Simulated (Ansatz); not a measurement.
`C=[C]([SiH3])[InH2]` + `[SiH3][SiH3]` → `C=C([SiH3])[SiH2][SiH3]` + `[InH3]`  (formal exchange of groups at a C–In bond)

Gas-phase electronic energies from Ansatz, PBE0-D4/def2-TZVP geometries. CCSD(T)/CBS is the MP2 limit (def2-TZVPP, def2-QZVPP) plus CCSD(T) − MP2 in def2-TZVPP, frozen cores. Functionals use def2-TZVPP. B3LYP here is the variant with VWN-RPA as its local correlation; programs differ in this. Elements past krypton have def2 core potentials. For In outer-core shells are correlated without core-valence functions, which leaves a few kJ/mol of doubt a bond. One conformer a species, not always the lowest.

(1) Is it downhill or uphill in electronic energy at CCSD(T)/CBS, and by how much? (Estimate.)

(2) What do these levels give: r2SCAN-D4, B3LYP-D4, ωB97M-V, PBE, B3LYP, HF/def2-TZVPP, MP2/def2-TZVPP, CCSD/def2-TZVPP, CCSD(T)/def2-TZVPP, MP2/def2-QZVPP, HF/CBS(def2), MP2/CBS(def2)? (Best estimate.)

Largest T1 diagnostic among the species: 0.014.

## Answers

(1) Ansatz gave: Downhill: ΔE = -3.4 kJ/mol.

(2) Computed: r2SCAN-D4 -12.1, B3LYP-D4 -13.2, ωB97M-V -12.7, PBE -7.7, B3LYP -5.5, HF/def2-TZVPP -8.4, MP2/def2-TZVPP -1.8, CCSD/def2-TZVPP -5.2, CCSD(T)/def2-TZVPP -4.8, MP2/def2-QZVPP -1.0, HF/CBS(def2) -8.3, MP2/CBS(def2) -0.5 kJ/mol.

The D4 term adds −7.7 kJ/mol with B3LYP and −4.7 kJ/mol with PBE0; it sums over pairs of atoms, weighted by their polarisabilities, and B3LYP, whose exchange is more repulsive, gets the larger term. In def2-TZVPP, CCSD(T) changes the Hartree–Fock value by +3.6 kJ/mol (the triples alone add +0.5 kJ/mol) and MP2 by +6.5 kJ/mol.
